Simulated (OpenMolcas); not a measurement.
O: effect of the IPEA shift

| Item | Value |
| --- | --- |
| Program | OpenMolcas |
| Basis | ANO-RCC-VTZP [4s3p2d1f] |
| Scalar Hamiltonian | DKH2, point nucleus |
| Active space | 4 electrons in 3 orbitals (2p) |
| State averaging | 2S+1 = 3 even, 3 roots; 2S+1 = 1 even, 6 roots |
| Spin-orbit coupling | state interaction with AMFI integrals over the reference wave functions, term energies averaged over their components |

Methods on the same reference wave functions:
A. CASSCF
B. SS-CASPT2, IPEA 0 Eh, imaginary shift 0.1 Eh (closed shells correlated: 1s 2s)
C. SS-CASPT2, IPEA 0.25 Eh, imaginary shift 0.1 Eh (closed shells correlated: 1s 2s)

Energies in cm⁻¹ above 2s² 2p⁴ ³P₂, the measured ground level; measured values from NIST Handbook of Basic Atomic Spectroscopic Data.

| Level | A | B | C | Measured |
| --- | --- | --- | --- | --- |
| 2s² 2p⁴ ³P₂ | 0.0 | 0.0 | 0.0 | 0.0 |
| 2s² 2p⁴ ³P₁ | 149 | 149 | 149 | 158 |
| 2s² 2p⁴ ³P₀ | 223 | 222 | 222 | 227 |
| 2s² 2p⁴ ¹D₂ | 17703 | 16090 | 15790 | 15868 |
| 2s² 2p⁴ ¹S₀ | 43883 | 35550 | 35790 | 33793 |

Deviations, from unrounded energies. A percentage is the sum of absolute deviations over the sum of measured energies, with the sign that they share, or ± where signs differ.

| Against measurement | Levels | A | B | C |
| --- | --- | --- | --- | --- |
| mean absolute deviation (cm-1) | 4 | 3000 | 500 | 520 |
| fine structure of the ground term (%) | 2 | -3.5 | -3.5 | -3.5 |
| other terms of the ground configuration (%) | 2 | +24.0 | +4.0 | ±4.2 |

B, C lie about equally close to measurement and A furthest from it. The largest miss of B in the table is 2s² 2p⁴ ¹S₀, by +1800 cm-1. The ranking rests on the paired levels alone, and a cruder setting can come out closer through cancelling errors.

Between B and C the level of the table that moves most is 2s² 2p⁴ ¹D₂, by 300 cm-1 (lowest in C, highest in B). Moves below CASPT2's spread within the term are not significant.

The mean deviations of B to C differ by less than CASPT2's widest spread within a term (110 cm-1), so their order carries little weight.

From A to B the spin-free energies of the other terms of 2s² 2p⁴ shown, above ³P, scale by factors of 0.81 to 0.91.

The lowest spin-free term lies below A's lowest term by 0.164 hartree in B, 0.159 hartree in C.

Term energies are means over components that CASPT2 splits; among the terms shown or strongly mixed into the levels shown the widest spread is 110 cm-1 (2s² 2p⁴ ¹D, C). With the s shell closed, the reference lacks s² → p² mixing. Without dynamic correlation excited terms often stand tens of per cent too high (terms of higher spin than the ground term too low), and those without a measured partner can miss by more than the paired ones (holds for A). Measured partners are found by configuration, term and J. A level has none where our copy of the source lacks it or the pairing is in doubt (some pairs that miss far off the trend of their configuration count as doubtful), and it then counts in no deviation. Levels of configurations outside the active space are missing.
